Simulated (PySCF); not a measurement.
Point-charge models of `N[SiH2][SiH2]NC1=CC=CC=C1` against its computed dipole.

Coordinates (GFN2-xTB, Å) and charges (e) from the PBE0/pcSseg-1 density (PySCF):

```
atom       x       y       z  Mulliken      IAO  Hirshfeld  ESP-fitted
  N1   2.131  -0.726   0.985   -0.6334  -0.8339    -0.3214     -1.0008
 Si2   2.636  -1.233  -0.585   +0.4372  +0.5901    +0.2723     +0.5330
 Si3   1.569   0.104  -2.135   +0.4189  +0.5764    +0.2878     +0.2330
  N4   0.350   1.115  -1.410   -0.6532  -0.5977    -0.2074     -0.6031
  C5  -0.669   0.749  -0.565   +0.1873  +0.1246    +0.0551     +0.3772
  C6  -1.413   1.723   0.108   -0.1059  -0.2005    -0.0734     -0.3498
  C7  -2.433   1.366   0.967   -0.0672  -0.1388    -0.0483     -0.0509
  C8  -2.736   0.031   1.180   -0.0935  -0.1889    -0.0715     -0.2294
  C9  -2.012  -0.942   0.511   -0.0610  -0.1393    -0.0468     -0.1432
 C10  -0.994  -0.593  -0.355   -0.1946  -0.2169    -0.0711     -0.2330
 H11   1.153  -0.555   1.157   +0.2245  +0.2640    +0.0934     +0.3709
 H12   2.551  -1.148   1.798   +0.1947  +0.2615    +0.1185     +0.4000
 H13   4.095  -1.087  -0.548   -0.0801  -0.1192    -0.0835     -0.1030
 H14   2.391  -2.669  -0.850   -0.1030  -0.1584    -0.1006     -0.1613
 H15   0.919  -0.658  -3.218   -0.0614  -0.1301    -0.0863     -0.0754
 H16   2.412   1.112  -2.789   -0.0722  -0.1047    -0.0754     -0.0557
 H17   0.436   2.115  -1.504   +0.1944  +0.2706    +0.1261     +0.3562
 H18  -1.179   2.767  -0.051   +0.0842  +0.1423    +0.0446     +0.1565
 H19  -2.995   2.136   1.474   +0.0875  +0.1537    +0.0510     +0.1316
 H20  -3.531  -0.246   1.854   +0.0844  +0.1503    +0.0453     +0.1476
 H21  -2.245  -1.986   0.662   +0.0858  +0.1540    +0.0511     +0.1500
 H22  -0.448  -1.358  -0.888   +0.1265  +0.1408    +0.0401     +0.1497
```

Question: What dipole does each set of charges give (1 e·Å = 4.803 D), and what does the density give?

Answer: The full density gives (0.12, 0.47, 0.62) D, 0.78 D in size; dipole vectors point from the negative to the positive end.

| scheme | μx | μy | μz | size (D) | share of the full size (%) | angle to the full dipole (°) |
| --- | --- | --- | --- | --- | --- | --- |
| Mulliken | 0.56 | -1.37 | -0.16 | 1.49 | 191 | 125 |
| IAO | 1.47 | -0.39 | -1.17 | 1.92 | 245 | 119 |
| Hirshfeld | 0.38 | 0.51 | -0.29 | 0.70 | 89 | 80 |
| ESP-fitted | 0.13 | 0.45 | 0.60 | 0.76 | 97 | 1 |

Question: Which set comes closest?

Answer: Length of the difference vector: ESP-fitted 0.03 D, Hirshfeld 0.95 D, Mulliken 2.05 D, IAO 2.40 D. Closest: ESP-fitted. ESP charges are fitted to the potential around the molecule, whose slowest-falling term is the dipole's. 

Question: What is left for the Hirshfeld atoms' own dipoles?

Answer: The Hirshfeld atoms' densities add up to the full density, so μ = Σ q r + Σ (atomic dipoles). The atomic dipoles sum to (0.12, 0.47, 0.62) − (0.38, 0.51, -0.29) = (-0.26, -0.04, 0.91) D, 0.95 D in size.

Question: With the origin at the mean of the coordinates, (0.000, 0.001, -0.191) Å, which are the largest single terms, by size, of the Hirshfeld dipole along the direction of the full one?

Answer: Si3 -1.72, N1 -1.25, H15 +1.10, Si2 -0.86, H14 +0.85 D; all 22 atoms together +0.13 D. The single terms depend on the origin, their sum doesn't.

Question: Give the size of the full dipole in other units.

Answer: 0.78 D = 0.308 au = 0.163 e·Å = 2.61 × 10⁻³⁰ C·m.

One conformer (not necessarily the lowest) at the GFN2-xTB geometry, without solvent, vibrations or thermal averaging.

These values come from a run that also computed NMR shieldings. The run took 2.3 min on one thread, Intel Xeon at 2.50 GHz (x86_64), shared host, and the process peaked at 1.1 GiB of memory.

The values belong to the conformer `[NH2:1][SiH2:2][SiH2:3][NH:4][c:5]1[cH:6][cH:7][cH:8][cH:9][cH:10]1`: N1–Si2–Si3–N4 -9°, Si2–Si3–N4–C5 -51°, Si3–N4–C5–C6 169°, H–N1–Si2–Si3 46°, H–N1–Si2–Si3 -175°.
